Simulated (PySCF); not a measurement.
Gas-phase reaction: 3 Br₂ + 3 GaCl → 2 GaBr₃ + GaCl₃

Computed with PySCF and rigid-rotor harmonic-oscillator thermochemistry at 1 bar. † marks an energy on the PBE0/def2-TZVP geometry and frequencies; other levels use their own. 6-31G* has spherical d functions here. All species are closed-shell singlets. B3LYP is the form with VWN-RPA correlation. Br, Ga: all electrons, no relativistic terms.

HF/6-31G* gives ΔH°(298 K) = -995 kJ.

**Question.** What do B3LYP/6-31G*, PBE0/def2-QZVP†, BLYP/def2-TZVP† give?

**Answer.** B3LYP/6-31G*: -816 kJ; PBE0/def2-QZVP†: -941 kJ; BLYP/def2-TZVP†: -752 kJ. For scale, ΔH°(298 K) is -995 kJ at this level, -945 kJ at ωB97M-V/def2-TZVP†, and runs from -1147 to -737 kJ over the 20 levels computed († marks an energy on the PBE0/def2-TZVP geometry).
